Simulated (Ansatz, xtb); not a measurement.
## A geometry optimisation of C3H9B with r2SCAN-D4/def2-SVP

The starting geometry of this gas-phase singlet was built from a drawn formula by distance geometry and a force field; its bonds are those of `[BH3-][C+](C)C`.

```xyz
13

C    -1.3083   -1.1326   -0.6567
C    -1.0870    0.1875   -1.3095
C    -2.1996   -1.2240    0.5836
B    -0.5691   -2.4885   -1.2751
H    -0.9009   -3.4443   -0.6608
H     0.5320   -2.3039   -1.2712
H    -0.9743   -2.5620   -2.3993
H    -0.3858    0.0993   -2.1690
H    -0.6136    0.8493   -0.5221
H    -2.0625    0.6036   -1.6052
H    -1.7502   -0.6309    1.3622
H    -2.2604   -2.3240    0.9624
H    -3.1792   -0.9091    0.2929
```

Problem. Predict what becomes of its bonds when it is optimised with r2SCAN-D4/def2-SVP.

Solution. It rearranges to `BC(C)C`. Contacts that open: B4–H7 (1.20 → 1.94 Å). Contacts that close: C1–H7 (2.28 → 1.13 Å).

The energy falls by 1.98 eV over 16 steps:

```csv
step,E − E(last) (eV)
1,1.975
3,1.204
4,1.141
6,0.714
8,0.166
9,0.111
11,0.022
13,0.005
14,0.000
16,0.000
```

Final geometry (Å):

| atom | x (Å) | y (Å) | z (Å) |
| --- | --- | --- | --- |
| C | -1.3576 | -1.3416 | -0.8559 |
| C | -1.0283 | 0.0751 | -1.3319 |
| C | -2.2712 | -1.3523 | 0.3718 |
| B | -0.2294 | -2.4034 | -0.9226 |
| H | -0.3241 | -3.4384 | -0.3002 |
| H | 0.6937 | -2.2689 | -1.6955 |
| H | -1.9190 | -1.8533 | -1.6943 |
| H | -0.4275 | 0.0680 | -2.2542 |
| H | -0.4467 | 0.6119 | -0.5637 |
| H | -1.9396 | 0.6678 | -1.5199 |
| H | -1.7589 | -0.8942 | 1.2345 |
| H | -2.5548 | -2.3753 | 0.6627 |
| H | -3.1956 | -0.7748 | 0.2013 |

From the same start GFN2-xTB reaches the same bonding as this run.

No frequencies were run, so the end isn't proven a minimum. Run with Ansatz 0.2.0, 32 s on 2 threads of Arm Neoverse V1, with other jobs on the host.
